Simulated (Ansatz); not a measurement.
Consider the formal exchange of groups at a Ti–N bond: `[NH2][Ti]([OH])([OH])[OH]` + `CI` → `[OH][Ti]([OH])([OH])[I]` + CH₃NH₂.

Isolated molecules relaxed with PBE0-D4/def2-TZVP in Ansatz; ΔE leaves out vibrations. CCSD(T)/CBS adds triple-zeta CCSD(T) − MP2 to the extrapolated MP2 energy (def2 sets, frozen cores). Functionals use def2-TZVPP. Elements past krypton have def2 core potentials. For I, Ti outer-core shells are correlated without core-valence functions, which leaves a few kJ/mol of doubt a bond. Scalar relativity is left out up to krypton. One conformer a species, not always the lowest.

```json
{"level": "ωB97M-V", "ΔE (eV)": "-0.51"}
{"level": "PBE0", "ΔE (eV)": "-0.59"}
```

(1) What does CCSD(T)/CBS give? (Best estimate.)

Largest T1 diagnostic among the species: 0.024, so the coupled-cluster value is less sure than usual.

Results:

(1) The calculation gave: -0.48 eV. The listed levels differ from it by -0.03, -0.11 eV.

From PBE to PBE0 (25 % exact exchange), in def2-TZVPP and without D4, ΔE moves by −0.05 eV. Leaving LDA and LC-ωPBE aside and taking each functional with its dispersion term where it has one, the values, not all of them listed here, spread over 0.19 eV, from PBE-QIDH to BLYP-D4. LDA lies −0.06 eV from PBE without D4.
